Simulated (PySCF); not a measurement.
Question: What does the B3LYP/def2-SVP structure of InChI=1S/C6H7N/c1-6-2-4-7-5-3-6/h2-5H,1H3 look like in three dimensions?

Answer: 
```
atom  x, y, z in Å
C1     1.9363   -0.1197    0.1478
C2     0.4336   -0.0207    0.0881
C3    -0.2190    1.2104   -0.0718
C4    -1.6142    1.2445   -0.1498
N5    -2.3870    0.1577   -0.0789
C6    -1.7711   -1.0169    0.0764
C7    -0.3834   -1.1581    0.1654
H8     2.3584   -0.2482   -0.8643
H9     2.3851    0.7899    0.5749
H10    2.2612   -0.9827    0.7484
H11    0.3532    2.1404   -0.1326
H12   -2.1302    2.2046   -0.2730
H13   -2.4149   -1.9030    0.1371
H14    0.0559   -2.1509    0.2966
```

Any rigid rotation of these coordinates is as good. Atoms count from 1 in this order. The 5 C–C bonds span 1.398 Å (C6–C7, aromatic) to 1.507 Å (C1–C2, drawn single), a spread of 0.109 Å. The 6-membered ring C2–C3–C4–N5–C6–C7 has internal angles of 116.6° to 123.7° (sum 720°, against 720° for a flat polygon); it is planar, 0.00 Å rms from its mean plane, widest ring torsion 0°. The 7 heavy atoms lie in one plane (0.007 Å rms). N5 (pyridine-type nitrogen) is bent (angle 117.1°).

Bonds between heavy atoms (Å): C1–C2 1.507, C2–C3 1.402, C3–C4 1.398, C4–N5 1.335, N5–C6 1.335, C6–C7 1.398, C2–C7 1.403.

Computed, not measured: PySCF 2.14.0, B3LYP/def2-SVP geometry optimisation, gas phase.

Point group: Cs (every atom within 0.08 Å of its image). No frequency check.

On an Arm Neoverse V1 with one thread, no GPU, shared host, this took 25 s wall and 0.58 GiB of memory at its peak. This is the geometry optimisation.
